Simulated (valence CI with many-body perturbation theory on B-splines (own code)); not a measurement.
**Which ion has this spectrum?**

A relativistic CI+MBPT calculation for an atom or ion with 21 electrons gives these levels (cm⁻¹):

```tsv
J	Parity	E	g
3/2	even	0	0.59
5/2	even	89031	1.04
7/2	even	132337	1.11
3/2	even	132804	1.28
9/2	even	145784	1.11
1/2	even	155268	1.96
7/2	even	234353	1.02
5/2	even	236330	1.47
9/2	even	248485	1.12
3/2	even	276775	1.16
1/2	even	290308	1.37
11/2	even	303250	1.09
5/2	even	322811	1.17
5/2	even	341127	1.02
```

The energies are calculated, and their last digits are not significant.

(1) Which is it?
A. Ba35+
B. Cs34+
C. Xe33+
D. I32+

Results:

(1) C. Xe33+, ground level (3d3/2^3) J=3/2.
